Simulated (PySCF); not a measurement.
Run record: geometry optimisation, [SiF5]- (`F[Si-](F)(F)(F)F`).

Method: PBE0-D3(BJ)/def2-SVP geometry optimisation, gas phase (PySCF 2.14.0). Start geometry: GFN2-xTB. A driver script takes a list of jobs; this job's settings line and coordinates (Å) are shown.

Input:
```
{"job": {"xc": "PBE0", "basis": "def2-SVP", "d3": "d3bj", "grid": 1, "maxiter": 40, "kind": "geom"}, "charge": -1, "multiplicity": 1}
Si     0.002600     0.003150     0.000110
F     -0.006250     0.001830     1.654550
F      0.028930     0.015410    -1.653600
F      1.632090    -0.005890     0.017200
F     -0.847220     1.391470    -0.004740
F     -0.810160    -1.405960    -0.013510
```

Output:
```
step   0  E = -787.98563319  max force = 0.015163
step   1  E = -787.98718055  max force = 0.002501
step   2  E = -787.98712914  max force = 0.003033
step   3  E = -787.98723090  max force = 0.000983
step   4  E = -787.98723841  max force = 0.000531
step   5  E = -787.98723843  max force = 0.000652
step   6  E = -787.98724220  max force = 0.000200
optimisation converged
```

Energies in Eh; «max force» is the largest Cartesian gradient component in Eh/bohr.

Problem. Give the first gradient maximum in eV/Å.

Solution. With 1 Eh/bohr = 51.422 eV/Å, 0.780 eV/Å.

In short: final energy -787.98724 Eh after 6 steps.

Problem. Where do the atoms end?

Solution. 0.024 Å rms from the input after alignment:
```
atom  x, y, z in Å
Si1    0.0005   -0.0003    0.0004
F2     0.0001   -0.0009    1.6758
F3     0.0064    0.0016   -1.6750
F4     1.6507    0.0069    0.0021
F5    -0.8348    1.4223   -0.0001
F6    -0.8230   -1.4296   -0.0032
```

Problem. How long does this job take on one thread of an Arm Neoverse V1, on a shared host?

Solution. About 16 s.
Labels such as C1 count atoms from 1, the log's own numbers from 0.
